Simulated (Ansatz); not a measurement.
Reaction (cleavage of the Al–Si bond): `[NH2][AlH][SiH2][SiH2]Cl` + HCl → `[NH2][AlH][Cl]` + `[SiH3][SiH2]Cl`

Computed with Ansatz on PBE0-D4/def2-TZVP structures; ΔE is electronic, products minus reactants. CCSD(T)/CBS is the MP2 limit (def2-TZVPP, def2-QZVPP) plus CCSD(T) − MP2 in def2-TZVPP, frozen cores. This one scheme is used for every species. DFT in def2-TZVPP. B3LYP here is the variant with VWN-RPA as its local correlation; programs differ in this. One conformer a species, not always the lowest.

```csv
level,ΔE (kJ/mol),difference from CCSD(T)/CBS
PBE-D4,-126.2,20.1
PBE0-D4,-134.1,12.2
B3LYP-D4,-144.9,1.4
ωB97X-V,-147.6,-1.3
ωB97M-V,-151.4,-5.1
B2PLYP,-154.3,-8.0
PBE,-132.0,14.3
PBE0,-139.8,6.5
B3LYP,-154.1,-7.8
MP2/def2-TZVPP,-152.6,-6.3
SCS-MP2/def2-TZVPP,-155.4,-9.1
CCSD/def2-TZVPP,-148.2,-1.9
CCSD(T)/def2-TZVPP,-143.6,2.7
HF/def2-QZVPP,-178.6,-32.3
MP2/def2-QZVPP,-154.5,-8.2
HF/CBS(def2),-178.8,-32.5
CCSD(T)/CBS,-146.3,0
```

Largest T1 diagnostic among the species: 0.013.

The D4 term adds +9.2 kJ/mol with B3LYP and +5.7 kJ/mol with PBE0; it sums over pairs of atoms, weighted by their polarisabilities, and B3LYP, whose exchange is more repulsive, gets the larger term. In def2-TZVPP, CCSD(T) changes the Hartree–Fock value by +34.0 kJ/mol (the triples alone add +4.7 kJ/mol) and MP2 by +24.9 kJ/mol. From PBE to PBE0 (25 % exact exchange), in def2-TZVPP and without D4, ΔE moves by −7.7 kJ/mol.
